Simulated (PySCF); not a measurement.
Point-charge models of (Me)3Si-NH-SiH3, C3H13NSi2 against its computed dipole.

Coordinates (PBE0-D3(BJ)/def2-SVP, Å) and charges (e) from the PBE0/pcSseg-1 density (PySCF):

| atom | x | y | z | Mulliken | IAO | Hirshfeld | ESP-fitted |
| --- | --- | --- | --- | --- | --- | --- | --- |
| Si1 | -0.439 | 0.241 | 0.070 | +1.0066 | +1.2065 | +0.4328 | +1.2162 |
| C2 | 0.456 | 1.866 | -0.227 | -0.6280 | -0.7339 | -0.2204 | -0.7724 |
| C3 | -0.432 | -0.133 | 1.911 | -0.6250 | -0.7341 | -0.2208 | -0.7825 |
| C4 | -2.201 | 0.336 | -0.572 | -0.6466 | -0.7249 | -0.2170 | -0.8428 |
| N5 | 0.348 | -1.055 | -0.817 | -0.8560 | -0.9320 | -0.3317 | -0.9881 |
| Si6 | 1.995 | -1.584 | -0.717 | +0.6233 | +0.7288 | +0.3415 | +0.6023 |
| H7 | 0.464 | 2.124 | -1.297 | +0.1377 | +0.1503 | +0.0393 | +0.1671 |
| H8 | 1.502 | 1.808 | 0.115 | +0.1425 | +0.1496 | +0.0384 | +0.1767 |
| H9 | -0.027 | 2.691 | 0.322 | +0.1350 | +0.1483 | +0.0392 | +0.1597 |
| H10 | -0.906 | 0.679 | 2.486 | +0.1342 | +0.1478 | +0.0389 | +0.1607 |
| H11 | 0.597 | -0.250 | 2.287 | +0.1426 | +0.1499 | +0.0382 | +0.1813 |
| H12 | -0.977 | -1.066 | 2.124 | +0.1370 | +0.1500 | +0.0390 | +0.1689 |
| H13 | -2.222 | 0.571 | -1.648 | +0.1374 | +0.1490 | +0.0401 | +0.1786 |
| H14 | -2.736 | -0.616 | -0.418 | +0.1371 | +0.1486 | +0.0401 | +0.1791 |
| H15 | -2.766 | 1.123 | -0.048 | +0.1413 | +0.1526 | +0.0423 | +0.1921 |
| H16 | -0.242 | -1.543 | -1.484 | +0.2200 | +0.2633 | +0.1147 | +0.3989 |
| H17 | 2.647 | -0.798 | 0.375 | -0.1186 | -0.1308 | -0.0767 | -0.1258 |
| H18 | 2.111 | -3.042 | -0.395 | -0.1099 | -0.1423 | -0.0882 | -0.1340 |
| H19 | 2.766 | -1.359 | -1.983 | -0.1105 | -0.1466 | -0.0899 | -0.1359 |

Compute μ = Σ q r for each scheme (1 e·Å = 4.803 D) and compare with the dipole of the full density.

The full density gives (-1.04, 0.15, -0.25) D, 1.08 D in size; dipole vectors point from the negative to the positive end.

```json
{"scheme": "Mulliken", "μx": "0.19", "μy": "0.33", "μz": "0.35", "size (D)": "0.52", "share of the full size (%)": "48", "angle to the full dipole (°)": "115"}
{"scheme": "IAO", "μx": "0.01", "μy": "-0.04", "μz": "-0.04", "size (D)": "0.06", "share of the full size (%)": "5", "angle to the full dipole (°)": "100"}
{"scheme": "Hirshfeld", "μx": "-0.52", "μy": "0.06", "μz": "-0.14", "size (D)": "0.54", "share of the full size (%)": "50", "angle to the full dipole (°)": "2"}
{"scheme": "ESP-fitted", "μx": "-0.98", "μy": "0.17", "μz": "-0.22", "size (D)": "1.02", "share of the full size (%)": "95", "angle to the full dipole (°)": "2"}
```

Which set comes closest?

Length of the difference vector: ESP-fitted 0.07 D, Hirshfeld 0.54 D, IAO 1.09 D, Mulliken 1.38 D. Closest: ESP-fitted. ESP charges are fitted to the potential around the molecule, whose slowest-falling term is the dipole's. The schemes that divide the density aren't constrained to reproduce the dipole.

What is left for the Hirshfeld atoms' own dipoles?

The Hirshfeld atoms' densities add up to the full density, so μ = Σ q r + Σ (atomic dipoles). The atomic dipoles sum to (-1.04, 0.15, -0.25) − (-0.52, 0.06, -0.14) = (-0.52, 0.09, -0.11) D, 0.54 D in size.

With the origin at the mean of the coordinates, (-0.003, 0.000, 0.004) Å, which are the largest single terms, by size, of the ESP-fitted dipole along the direction of the full one?

C4 -9.30, Si6 -5.72, H15 +2.61, Si1 +2.56, H14 +2.27 D; all 19 atoms together +1.02 D. The single terms depend on the origin, their sum doesn't.

Give the size of the full dipole in other units.

1.08 D = 0.425 au = 0.225 e·Å = 3.60 × 10⁻³⁰ C·m.

Isolated species at its PBE0-D3(BJ)/def2-SVP geometry, gas phase.
